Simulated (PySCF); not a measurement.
## TlO at TPSSh

Computed with TPSSh; Tl aug-cc-pVDZ-PP with ECP60, O aug-cc-pVDZ; scalar-relativistic core potentials (PySCF 2.14).

For TlO, the state is ²Π (doublet), unpaired electrons π ↑, the bond length is 2.219 Å and the harmonic wavenumber is 443 cm⁻¹. The force constant is 1.71 mdyn/Å, the rotational constant Be is 0.2308 cm⁻¹ and the anharmonicity ωexe is 2.23 cm⁻¹. The vibration–rotation constant αe is 0.00162 cm⁻¹ and the well depth De to Tl + O is 313 kJ/mol. The dissociation energy D0 is 311 kJ/mol, the bond order (Mayer) is 0.60 and the dipole moment (positive dipole means Tl(−)O(+)) is -3.82 D.

Spin–orbit coupling is left out, which matters for elements this heavy, above all for dissociation energies. The state is the lowest determinant that a PBE0 search found; another state may lie lower at other levels.
